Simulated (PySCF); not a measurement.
CH8GeSi, SMILES C[SiH2][GeH3].

Geometry: B3LYP-D3(BJ)/def2-SVP. This is a generated structure with no PubChem entry under its InChIKey; it may be hypothetical.

These are CAM-B3LYP/def2-TZVP run with PySCF values and carry that method's errors.

Symmetry labels are those of the subgroup Cs that the program uses (full group Cs).

Task: List the valence orbital energies around the gap with their symmetry. (Estimate from the structure and the level; the computed values follow.)

Result: 
```
orbital  symmetry  energy (eV)
-------  --------  -----------
HOMO−7         A'       -15.48
HOMO−6         A"       -13.15
HOMO−5         A'       -13.05
HOMO−4         A"       -11.20
HOMO−3         A'       -11.10
HOMO−2         A"       -10.58
HOMO−1         A'       -10.49
HOMO           A'        -9.21
LUMO           A'         1.19
LUMO+1         A'         1.62
LUMO+2         A"         1.83
LUMO+3         A'         2.15
```
